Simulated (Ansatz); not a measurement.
Steps of a relaxation of CH6AlClSi with RKS PBE0-D4/def2-TZVP.

```sh
$ ansatz run in.yaml --threads 2 --pin off --events-out ev --progress --plain --max-ram 4352MiB
```

```yaml
crystal:
  periodic: [false, false, false]
  atoms:
    - {symbol: Si, position_ang: [-1.275978, 1.418966, 0.130742]}
    - {symbol: Al, position_ang: [0.654316, 0.126691, -0.667652]}
    - {symbol: C, position_ang: [1.248556, -1.398520, 0.452635]}
    - {symbol: Cl, position_ang: [0.006343, -2.284485, -0.646479]}
    - {symbol: H, position_ang: [-1.378320, 2.767147, -0.539164]}
    - {symbol: H, position_ang: [-1.201995, 1.663228, 1.620660]}
    - {symbol: H, position_ang: [-2.576321, 0.695350, -0.126071]}
    - {symbol: H, position_ang: [1.494514, 0.409965, -1.997718]}
    - {symbol: H, position_ang: [0.896362, -1.542985, 1.490274]}
    - {symbol: H, position_ang: [2.215623, -1.906557, 0.285775]}
basis:
  gaussian: {orbitals: def2-TZVP}
hamiltonian: {xc: pbe0, dispersion: d4}
relax: {f_tol: 0.005, max_steps: 150}
```

Positions (Å) and forces (eV/Å) along the path, 14 of 25 steps:

```xyz
10
step=1 energy=-28121.1119 eV
Si   -1.276    1.419    0.131   -0.234    0.156    0.100
Al    0.654    0.127   -0.668    0.073   -0.274    0.001
C     1.249   -1.399    0.453    0.051   -0.242    0.127
Cl    0.006   -2.284   -0.646    0.307    0.280    0.256
H    -1.378    2.767   -0.539    0.018   -0.265    0.148
H    -1.202    1.663    1.621   -0.011   -0.046   -0.318
H    -2.576    0.695   -0.126    0.283    0.146    0.046
H     1.495    0.410   -1.998   -0.100   -0.026    0.161
H     0.896   -1.543    1.490    0.148    0.037   -0.583
H     2.216   -1.907    0.286   -0.535    0.236    0.063
10
step=4 energy=-28121.1448 eV
Si   -1.274    1.417    0.131    0.010   -0.011   -0.003
Al    0.643    0.110   -0.662   -0.010    0.008   -0.006
C     1.246   -1.392    0.452   -0.015   -0.012   -0.012
Cl    0.026   -2.261   -0.639    0.004    0.005    0.002
H    -1.370    2.752   -0.526    0.004    0.007   -0.002
H    -1.200    1.654    1.602   -0.003    0.002    0.010
H    -2.557    0.704   -0.129   -0.009   -0.002   -0.002
H     1.475    0.394   -1.980    0.003    0.000   -0.005
H     0.894   -1.542    1.469   -0.001    0.002    0.017
H     2.198   -1.888    0.285    0.016    0.001    0.000
10
step=5 energy=-28121.1448 eV
Si   -1.273    1.416    0.131    0.000   -0.002    0.000
Al    0.642    0.110   -0.663   -0.002    0.003   -0.001
C     1.245   -1.392    0.452    0.001   -0.002    0.002
Cl    0.027   -2.261   -0.639   -0.001   -0.004   -0.001
H    -1.367    2.752   -0.525    0.002    0.001    0.001
H    -1.201    1.654    1.603    0.000   -0.002    0.000
H    -2.558    0.705   -0.130   -0.001    0.003   -0.002
H     1.474    0.393   -1.982   -0.001   -0.001    0.000
H     0.893   -1.542    1.469    0.002    0.002    0.000
H     2.200   -1.886    0.286    0.000    0.001    0.001
10
step=6 energy=-28121.1449 eV
Si   -1.274    1.416    0.131   -0.003    0.001    0.001
Al    0.641    0.109   -0.663    0.000   -0.001    0.000
C     1.246   -1.392    0.452    0.006    0.005    0.003
Cl    0.029   -2.263   -0.638   -0.001   -0.005    0.000
H    -1.364    2.753   -0.523    0.002   -0.001    0.002
H    -1.202    1.651    1.603   -0.001   -0.002   -0.002
H    -2.560    0.708   -0.132    0.002    0.003   -0.001
H     1.472    0.392   -1.983   -0.002   -0.001    0.001
H     0.895   -1.541    1.470    0.000   -0.001   -0.004
H     2.201   -1.884    0.286   -0.004    0.000    0.000
10
step=8 energy=-28121.1452 eV
Si   -1.280    1.415    0.130   -0.024    0.020    0.003
Al    0.626    0.098   -0.669    0.013   -0.020    0.007
C     1.256   -1.389    0.454    0.022    0.035    0.006
Cl    0.039   -2.283   -0.616   -0.006   -0.001    0.006
H    -1.322    2.773   -0.490   -0.001   -0.023    0.014
H    -1.230    1.609    1.610   -0.004   -0.006   -0.018
H    -2.580    0.750   -0.179    0.024    0.010    0.002
H     1.440    0.374   -2.000   -0.002   -0.003   -0.001
H     0.918   -1.529    1.478   -0.007   -0.008   -0.016
H     2.216   -1.869    0.284   -0.015   -0.004   -0.004
10
step=12 energy=-28121.1485 eV
Si   -1.277    1.406    0.120   -0.131    0.078    0.057
Al    0.606    0.074   -0.706    0.021   -0.005    0.002
C     1.296   -1.349    0.462   -0.019   -0.033    0.013
Cl    0.003   -2.291   -0.479    0.031    0.036    0.019
H    -1.213    2.839   -0.309    0.020   -0.104    0.017
H    -1.356    1.406    1.616    0.020   -0.021   -0.108
H    -2.580    0.864   -0.381    0.087    0.036    0.025
H     1.351    0.285   -2.090   -0.020   -0.008    0.012
H     1.017   -1.430    1.511    0.015    0.004   -0.046
H     2.237   -1.856    0.259   -0.024    0.017    0.009
10
step=13 energy=-28121.1503 eV
Si   -1.282    1.405    0.119   -0.084    0.056    0.042
Al    0.598    0.070   -0.706    0.002   -0.019   -0.002
C     1.302   -1.344    0.465   -0.015   -0.011   -0.011
Cl    0.015   -2.299   -0.469    0.020    0.027    0.023
H    -1.184    2.841   -0.286    0.009   -0.067    0.013
H    -1.375    1.380    1.612    0.011   -0.014   -0.069
H    -2.587    0.896   -0.406    0.062    0.021    0.013
H     1.324    0.269   -2.101   -0.004   -0.001    0.008
H     1.028   -1.424    1.514    0.003    0.003   -0.019
H     2.246   -1.844    0.262   -0.004    0.005    0.003
10
step=16 energy=-28121.1562 eV
Si   -1.296    1.393    0.109   -0.068    0.068    0.005
Al    0.557    0.037   -0.737    0.005   -0.031   -0.010
C     1.340   -1.305    0.470   -0.032    0.015   -0.009
Cl    0.017   -2.319   -0.341    0.017    0.019    0.013
H    -1.046    2.856   -0.091   -0.018   -0.092    0.019
H    -1.515    1.180    1.573    0.004    0.005   -0.061
H    -2.584    1.074   -0.584    0.088    0.021    0.040
H     1.210    0.171   -2.176   -0.007   -0.003    0.021
H     1.122   -1.331    1.535    0.002    0.004   -0.016
H     2.278   -1.805    0.244    0.009   -0.007   -0.004
10
step=17 energy=-28121.1582 eV
Si   -1.297    1.389    0.105   -0.052    0.045    0.018
Al    0.546    0.026   -0.751    0.011   -0.021   -0.009
C     1.351   -1.289    0.470   -0.023   -0.004    0.014
Cl    0.010   -2.320   -0.292    0.024    0.025    0.012
H    -1.012    2.852   -0.016   -0.007   -0.063    0.011
H    -1.563    1.109    1.549    0.008    0.009   -0.050
H    -2.569    1.134   -0.637    0.051    0.010    0.024
H     1.178    0.135   -2.201   -0.010   -0.004    0.017
H     1.154   -1.290    1.540    0.007   -0.001   -0.042
H     2.284   -1.797    0.236   -0.009    0.004    0.004
10
step=18 energy=-28121.1592 eV
Si   -1.301    1.382    0.104   -0.041    0.056    0.005
Al    0.533    0.014   -0.764   -0.003   -0.029    0.007
C     1.362   -1.272    0.470   -0.024   -0.016    0.009
Cl    0.013   -2.323   -0.250    0.032    0.028    0.013
H    -0.964    2.840    0.062   -0.028   -0.071    0.002
H    -1.618    1.047    1.526    0.011    0.005   -0.061
H    -2.554    1.199   -0.691    0.062    0.020    0.044
H     1.137    0.095   -2.228   -0.007    0.002    0.016
H     1.182   -1.253    1.543    0.007    0.002   -0.041
H     2.293   -1.781    0.231   -0.008    0.003    0.005
10
step=20 energy=-28121.1602 eV
Si   -1.303    1.381    0.099   -0.053    0.046    0.023
Al    0.520    0.001   -0.771    0.005   -0.020    0.004
C     1.372   -1.263    0.470   -0.033   -0.012    0.002
Cl    0.021   -2.331   -0.221    0.030    0.030    0.013
H    -0.941    2.832    0.112   -0.006   -0.054    0.003
H    -1.657    1.005    1.502    0.018    0.009   -0.046
H    -2.547    1.258   -0.720    0.044   -0.001    0.019
H     1.111    0.067   -2.240   -0.006    0.000    0.005
H     1.205   -1.231    1.544    0.002   -0.002   -0.024
H     2.303   -1.770    0.228   -0.002    0.003    0.001
10
step=21 energy=-28121.1606 eV
Si   -1.305    1.381    0.099    0.008   -0.005   -0.006
Al    0.515   -0.002   -0.773   -0.001    0.001    0.007
C     1.373   -1.260    0.471    0.003    0.001   -0.009
Cl    0.026   -2.331   -0.215    0.001   -0.001    0.002
H    -0.932    2.826    0.127    0.000    0.001    0.002
H    -1.665    0.994    1.494   -0.002   -0.001    0.002
H    -2.540    1.270   -0.729   -0.002    0.002   -0.001
H     1.099    0.058   -2.244   -0.001   -0.001   -0.001
H     1.207   -1.225    1.544   -0.002    0.001    0.003
H     2.306   -1.764    0.229   -0.005    0.002    0.000
10
step=23 energy=-28121.1609 eV
Si   -1.307    1.378    0.097   -0.012    0.010    0.003
Al    0.505   -0.012   -0.780   -0.003    0.004   -0.013
C     1.381   -1.249    0.470   -0.010    0.009    0.010
Cl    0.031   -2.335   -0.184   -0.002   -0.005   -0.002
H    -0.904    2.813    0.181   -0.006   -0.014    0.001
H    -1.704    0.953    1.471    0.003    0.005   -0.012
H    -2.527    1.321   -0.761    0.013    0.003    0.010
H     1.070    0.030   -2.259    0.000    0.000    0.001
H     1.226   -1.198    1.544    0.006   -0.005    0.000
H     2.313   -1.752    0.224    0.011   -0.008    0.002
10
step=25 energy=-28121.1610 eV
Si   -1.309    1.377    0.095   -0.001    0.001   -0.001
Al    0.499   -0.017   -0.784    0.000    0.001   -0.001
C     1.385   -1.244    0.470    0.003    0.005    0.001
Cl    0.035   -2.338   -0.172   -0.003   -0.004    0.000
H    -0.891    2.806    0.205   -0.001   -0.003    0.000
H    -1.722    0.935    1.459    0.000    0.001   -0.002
H    -2.522    1.347   -0.772    0.002    0.000    0.002
H     1.057    0.016   -2.266    0.000    0.000    0.001
H     1.235   -1.187    1.545   -0.001   -0.001    0.001
H     2.317   -1.746    0.224    0.000    0.000   -0.001
```

Hardware: 2 threads of an Intel Xeon Platinum 8175M on a shared host. Wall time 2.8 min, peak host memory 0.5 GiB.
